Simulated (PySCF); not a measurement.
but-1-en-3-yne (C4H4), SMILES C#CC=C.

Coordinates come from a PBE-D3(BJ)/def2-SVP optimisation.

The numbers are results of TDDFT-PBE/def2-SVPD in PySCF, not measurements.

Vertical excitations. The molecule is in vacuum. State labels are in the subgroup Cs.

Computed excitation energies, oscillator strengths and character:
```
state  symmetry  energy (eV)  λ (nm)      f                                                              main pairs
-----  --------  -----------  ------  -----  ----------------------------------------------------------------------
S1           A"         4.77     260  0.000                                                       HOMO−1→LUMO 100 %
S2           A'         5.29     234  0.234                                                          HOMO→LUMO 84 %
S3           A"         5.82     213  0.001                                                       HOMO→LUMO+1 100 %
S4           A"         6.74     184  0.001                                                       HOMO→LUMO+2 100 %
S5           A'         7.01     177  0.025                                      HOMO−2→LUMO 62 %, HOMO→LUMO+5 26 %
S6           A"         7.15     173  0.021                                                       HOMO→LUMO+3 100 %
S7           A'         7.18     173  0.335  HOMO−1→LUMO+1 47 %, HOMO−1→LUMO+2 31 %, HOMO−2→LUMO 9 %, HOMO→LUMO 8 %
S8           A"         7.31     170  0.005                                      HOMO→LUMO+4 67 %, HOMO−3→LUMO 32 %
S9           A"         7.38     168  0.000                                      HOMO−3→LUMO 67 %, HOMO→LUMO+4 33 %
S10          A'         7.60     163  0.107                HOMO−1→LUMO+2 55 %, HOMO→LUMO+5 18 %, HOMO−1→LUMO+1 12 %
T1           A'         3.26     381      0                                                          HOMO→LUMO 98 %
T2           A"         4.47     277      0                                                        HOMO−1→LUMO 95 %
T3           A'         5.35     232      0                                    HOMO−1→LUMO+1 61 %, HOMO−2→LUMO 29 %
T4           A"         5.54     224      0                                                        HOMO→LUMO+1 95 %
```
Triplets are in the Tamm–Dancoff approximation, which puts them higher than full response would, so one can lie above its singlet here.
